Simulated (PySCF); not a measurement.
## Field gradients at the hydrogen positions

Compound: C7H15P.
Geometry (GFN2-xTB, Å), atoms numbered from 1 in this order:
```
atom  x, y, z in Å
C1    -1.7427   -1.2263   -1.4631
C2    -1.4662   -1.0427   -0.1818
P3    -0.0411   -0.0687    0.3791
C4    -0.1595    0.8112    1.9810
C5    -0.5033    1.4710   -0.6684
C6    -1.7224    1.9773   -0.5927
C7     1.6214   -0.1455   -0.4409
C8     2.4975   -1.2875    0.0321
H9    -1.2531   -0.6404   -2.2248
H10   -2.4804   -1.9367   -1.8016
H11   -1.9174   -1.6488    0.5967
H12    0.2863   -1.3065    1.1823
H13    0.8074    0.6952    2.4720
H14   -0.4107    1.8649    1.8791
H15   -0.9103    0.2948    2.5792
H16    0.2276    1.9700   -1.2961
H17   -2.4741    1.5054    0.0267
H18   -2.0383    2.8595   -1.1288
H19    1.4314   -0.2157   -1.5174
H20    2.0992    0.8231   -0.2586
H21    2.6578   -1.2270    1.1069
H22    2.0213   -2.2414   -0.1852
H23    3.4648   -1.2581   -0.4658
```

Level: PBE0/pcSseg-1 (PySCF, non-relativistic); Q(2H) = 0.00286 b; rigid geometry, the same for H and D, with no vibrational averaging.

Question: Rank these positions by the coupling χzz of a deuteron there, largest first.
A. H18 (vinylic hydrogen)
B. H13 (methyl hydrogen)
C. H17 (vinylic hydrogen)
D. H19 (methylene hydrogen)
E. H12 (P–H hydrogen)

Answer: A (225 kHz), C (220 kHz), B (209 kHz), D (202 kHz), E (68 kHz).

Q: Tabulate Vzz, the asymmetry η and χzz = 234.96 MHz × Q × Vzz for every hydrogen position.

A: 
```csv
atom,bonded to,bond length (Å),Vzz (au),η,χzz (kHz)
H9,C1,1.079,0.3311,0.06,223
H10,C1,1.079,0.3343,0.04,225
H11,C2,1.085,0.3220,0.06,216
H12,P3,1.511,0.1008,0.09,68
H13,C4,1.091,0.3116,0.02,209
H14,C4,1.088,0.3108,0.00,209
H15,C4,1.090,0.3132,0.02,210
H16,C5,1.085,0.3270,0.02,220
H17,C6,1.082,0.3266,0.06,220
H18,C6,1.080,0.3354,0.04,225
H19,C7,1.095,0.3005,0.03,202
H20,C7,1.095,0.3007,0.03,202
H21,C8,1.088,0.3139,0.04,211
H22,C8,1.088,0.3130,0.03,210
H23,C8,1.088,0.3158,0.01,212
```

Q: Average by the element that carries the hydrogen.

A: on C: 214 kHz over 14 positions, mean bond length 1.087 Å; on P: 68 kHz over 1 position, mean bond length 1.511 Å.

Q: How does χzz go with the bond length over the 14 C–H bonds?

A: A straight-line fit has a slope of -13.5 kHz for each 0.01 Å, with a correlation coefficient of -0.97, over lengths from 1.079 to 1.095 Å. The longer bonds have the smaller couplings here.

Q: Give the 2H NMR doublet splittings at H17 for a magnetic field along the z, y and x axes of the gradient: 3χ/2, 3χ(1 + η)/4, 3χ(1 − η)/4.

A: With |χ| = 219.5 kHz and η = 0.058: 329, 174 and 155 kHz, to first order and without motion.

Isolated species at its GFN2-xTB geometry, gas phase. GFN2-xTB bond lengths can be off by several hundredths of an ångström, more for odd bonds, and the gradients follow them. These gradients aren't converged with respect to the basis.
